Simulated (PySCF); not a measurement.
This PySCF input asks for the NMR shieldings of SMILES c1coc(N2CCCC2)c1, C₈H₁₁NO; the geometry comes from PBE0-D3(BJ)/def2-SVP.

```python
import basis_set_exchange as bse
import numpy as np
from pyscf import gto, dft
from pyscf.prop import nmr

atoms = """
C     2.829813   -0.559596   -0.624667
C     2.707070    0.752190   -0.295967
O     1.383328    1.067742   -0.145991
C     0.671197   -0.049401   -0.380401
N    -0.676453    0.058084   -0.275033
C    -1.371028    1.292444    0.021271
C    -2.794392    0.812994    0.284947
C    -2.932377   -0.388279   -0.648381
C    -1.554364   -1.045984   -0.585172
C     1.504097   -1.102428   -0.684357
H     3.762152   -1.091799   -0.803301
H     3.408986    1.564136   -0.135322
H    -0.919888    1.806052    0.885022
H    -1.332525    1.999473   -0.831793
H    -2.890616    0.490710    1.334606
H    -3.546326    1.594417    0.104565
H    -3.134789   -0.044430   -1.675740
H    -3.743154   -1.073548   -0.363049
H    -1.503977   -1.830223    0.196331
H    -1.273274   -1.525308   -1.540537
H     1.208970   -2.121747   -0.914914
"""
names = dict.fromkeys(["C", "O", "N", "H"], "pcSseg-1")
basis = {el: gto.basis.parse(bse.get_basis(n, elements=[el], fmt="nwchem")) for el, n in names.items()}
mol = gto.M(atom=atoms, basis=basis, charge=0, verbose=0)
mf = dft.RKS(mol, xc="GGA_XC_KT2")
mf.grids.level = 2
mf.grids.alignment = dft.numint.BLKSIZE   # the property module wants whole blocks of grid points
mf.conv_tol = 1e-9
mf.kernel()

calc = nmr.RKS(mf)   # GIAO
sigma = calc.kernel()   # uncoupled for a functional without exact exchange
for i, s in enumerate(sigma):   # ppm
    w = np.linalg.eigvalsh((s + s.T) / 2)
    print("%2d %-2s iso %8.1f  s11 %8.1f  s22 %8.1f  s33 %8.1f" % (i, mol.atom_pure_symbol(i), w.mean(), *w))
```

Question: What does it print?

Answer: 
```
 0 C  iso     75.2  s11     -2.7  s22     74.3  s33    154.1
 1 C  iso     56.4  s11     -3.3  s22     70.3  s33    102.3
 2 O  iso     68.4  s11    -30.3  s22     23.7  s33    211.6
 3 C  iso     34.9  s11    -20.5  s22     38.9  s33     86.2
 4 N  iso    175.3  s11    127.0  s22    128.4  s33    270.5
 5 C  iso    135.2  s11    112.2  s22    131.7  s33    161.8
 6 C  iso    153.5  s11    132.3  s22    163.7  s33    164.4
 7 C  iso    153.7  s11    131.4  s22    163.0  s33    166.6
 8 C  iso    134.7  s11    109.4  s22    129.6  s33    165.3
 9 C  iso    108.6  s11     61.0  s22    106.4  s33    158.5
10 H  iso     25.0  s11     23.2  s22     24.8  s33     27.0
11 H  iso     24.3  s11     21.4  s22     24.4  s33     27.1
12 H  iso     27.4  s11     22.2  s22     27.2  s33     32.9
13 H  iso     27.9  s11     22.8  s22     26.1  s33     34.8
14 H  iso     29.4  s11     24.8  s22     27.4  s33     36.0
15 H  iso     29.3  s11     24.8  s22     26.6  s33     36.4
16 H  iso     29.4  s11     24.8  s22     27.4  s33     35.9
17 H  iso     29.2  s11     24.7  s22     26.6  s33     36.3
18 H  iso     28.0  s11     23.2  s22     25.9  s33     34.8
19 H  iso     28.1  s11     23.7  s22     27.2  s33     33.3
20 H  iso     26.4  s11     22.3  s22     27.1  s33     29.6
```

These numbers come from an equivalent density-fitted implementation of the same equations, which agrees with the script to about 0.01 ppm for H and up to a few tenths of a ppm for heavy atoms, so last digits may differ.

Question: Turn these shieldings into chemical shifts. Chemical shifts δ = σref − σ; TMS for 13C (σref 183.22), 1H (σref 31.18); 17O (σref 330.66) against H2O; 15N (σref 264.30) against NH3, all at this level.

Answer: Averaging equivalent atoms: C 3: 148.4; C 1: 126.8; C 0: 108.0; C 9: 74.6; C 5/8: 48.2; C 6/7: 29.6; O 2: 262.3; N 4: 89.0; H 11: 6.88; H 10: 6.18; H 20: 4.82; H 12/13/18/19: 3.34; H 14/15/16/17: 1.88 ppm. Unscaled 17O shifts of doubly bonded oxygen tend to come out too high, by tens of ppm or more. Experimental scales use liquid or dissolved standards, which lie at an offset from isolated NH3 (liquid NH3: subtract about 20 ppm) and H2O (liquid H2O: subtract about 36 ppm).

Size and cost of the density-fitted run: 225 basis functions, 64 s wall time on 1 thread of an x86-64 server CPU, shared host.
